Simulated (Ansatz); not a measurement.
`[Br][AlH][Br]` + `[OH]`• → `[Br][Al][Br]`• + H₂O  (hydrogen abstraction from the Al–H bond)

Computed with Ansatz on PBE0-D4/def2-TZVP structures; ΔE is electronic, products minus reactants. CCSD(T)/CBS is the MP2 limit (def2-TZVPP, def2-QZVPP) plus CCSD(T) − MP2 in def2-TZVPP, frozen cores. This one scheme is used for every species. DFT in def2-TZVPP. No spin–orbit coupling; open shells (•) take unrestricted orbitals. For Br outer-core shells are correlated without core-valence functions, which leaves a few kJ/mol of doubt a bond. Scalar relativity is left out up to krypton.

| species | BLYP-D4 energy (Eh) |
| --- | --- |
| `[Br][AlH][Br]` | -5391.53805 |
| `[OH]`• | -75.75652 |
| `[Br][Al][Br]`• | -5390.91060 |
| H₂O | -76.44924 |

**Question.** Work out ΔE.

**Answer.** ΔE = (-5390.91060) + (-76.44924) − (-5391.53805) − (-75.75652) = -0.06527 Eh = -171.4 kJ/mol. CCSD(T)/CBS gives -164.7 kJ/mol.

Largest T1 diagnostic among the species: 0.010.

From r2SCAN to r2SCAN0 (25 % exact exchange), in def2-TZVPP and without D4, ΔE moves by +10.2 kJ/mol. Leaving LDA and LC-ωPBE aside and taking each functional with its dispersion term where it has one, the values, not all of them listed here, spread over 49.9 kJ/mol, from PBE-D4 to BHLYP-D4. LDA lies −39.5 kJ/mol from PBE without D4.
